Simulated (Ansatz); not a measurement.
C$_{2}$H$_{10}$AlNSi (`CC[N]([AlH2])[SiH3]`), one more setting.

```yaml
crystal:
  periodic: [false, false, false]
  atoms:
    - {symbol: C, position_ang: [-0.928819, 1.044729, 1.316576]}
    - {symbol: C, position_ang: [-0.897378, 0.611277, -0.138189]}
    - {symbol: N, position_ang: [0.135694, -0.391913, -0.423640]}
    - {symbol: Al, position_ang: [-0.324054, -2.104246, -0.634503]}
    - {symbol: Si, position_ang: [1.758608, 0.182772, -0.588064]}
    - {symbol: H, position_ang: [-1.705226, 1.797043, 1.477912]}
    - {symbol: H, position_ang: [0.026907, 1.474149, 1.625793]}
    - {symbol: H, position_ang: [-1.138561, 0.192003, 1.967263]}
    - {symbol: H, position_ang: [-1.877792, 0.204929, -0.410353]}
    - {symbol: H, position_ang: [-0.746071, 1.490293, -0.778927]}
    - {symbol: H, position_ang: [0.802274, -3.177379, -0.912837]}
    - {symbol: H, position_ang: [-1.870996, -2.431160, -0.526635]}
    - {symbol: H, position_ang: [2.315839, 0.746439, 0.674895]}
    - {symbol: H, position_ang: [2.608383, -0.958920, -1.011530]}
    - {symbol: H, position_ang: [1.819391, 1.269287, -1.608264]}
basis:
  gaussian: {orbitals: def2-SVPD}
hamiltonian: {xc: {name: B97M-V}}
```

```sh
$ ansatz run in.yaml --threads 4 --pin off --events-out ev --progress --plain --max-ram 10444MiB
```

Output, abridged:

```
Functional definition: B97M-V
1610 factors; their error is unknown
mean field evaluation 1: about -18181.8674 eV, gradient 6.3e1 eV
mean field evaluation 2: about -18140.0633 eV, gradient 1.3e2 eV
mean field evaluation 4: about -18191.3962 eV, gradient 9.7e0 eV
mean field evaluation 8: about -18191.6216 eV, gradient 2.3e-1 eV
mean field evaluation 16: about -18191.5383 eV, gradient 1.7e-4 eV
mean field -18191.53828224 eV, -668.5267012046 hartree, gradient 1.1e-5 eV, S^2 0.000000; 0 other end points of the search recorded, 0 dependent functions left out
reference -18191.53836921 eV, -668.5267044010 hartree; 28, 28 occupied and 160, 160 virtual orbitals, 1610 factors
Total energy: -18191.53836921 eV, -668.5267044010 hartree
```

Hardware: 4 threads of an Arm Neoverse V1 on a shared host. Wall time 11 s, peak host memory 0.67 GiB.
